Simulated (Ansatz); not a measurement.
Basis-set series for CH7NSSi (`CN[SiH2]S`). Total charge 0; spin multiplicity 1. The geometry is a stationary point of PBE0-D4/def2-TZVP. It is one conformer, not always the lowest.

```csv
functional,basis,functions,energy (Eh),HOMO (eV),LUMO (eV)
PBE0-D4,def2-TZVPP,244,-784.49141,-6.93,0.38
PBE0-D4,def2-QZVPP,464,-784.51959,-6.96,0.16
ωB97M-V,def2-TZVPP,244,-784.76419,-9.22,2.10
ωB97M-V,def2-QZVPP,464,-784.79095,-9.26,1.55
```

Give the rows for def2-SVP. (Best estimate.)

Computed: 
```csv
functional,basis,functions,energy (Eh),HOMO (eV),LUMO (eV)
PBE0-D4,def2-SVP,99,-784.13649,-6.78,0.85
ωB97M-V,def2-SVP,99,-784.40382,-9.05,2.79
```

Positive LUMOs are unbound and depend on the basis.
